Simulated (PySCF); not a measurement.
Correlation energy of Se²⁺ (selenium, charge +2)

Starting occupation: [Ar] 3d10 4s2 4p2, 4p1/2 with m_j = -1/2, +1/2. Calculation: PySCF 2.14, in x2c-TZVPPall-2c (6s7p4d1f, 54 functions); X2C-1e with screened-nucleus spin-orbit coupling, Gaussian nucleus. Frozen: [Ne]; 22 electrons correlated.

MP2 pair energies summed by pair of shells (mhartree):

```tsv
pair	energy	share (%)
3d-3d	-91.65	28.6
3d-3p	-76.43	23.9
4p-4s	-37.94	11.8
3p-3p	-25.61	8.0
3d-3s	-17.87	5.6
3d-4s	-15.86	5.0
4s-4s	-15.81	4.9
3d-4p	-12.38	3.9
3p-3s	-10.85	3.4
4p-4p	-6.08	1.9
3p-4s	-4.17	1.3
3p-4p	-2.95	0.9
3s-3s	-1.33	0.4
3s-4s	-0.65	0.2
3s-4p	-0.59	0.2
```

Total MP2 correlation energy: -320.14 mhartree.

The GHF reference relaxed away from the jj start to a determinant that is no pure jj level (⟨S²⟩ = 1.97, ⟨J²⟩ = 1.53); the energies belong to that determinant.

This basis was not built for core-valence correlation, so the inner-shell part is incomplete.
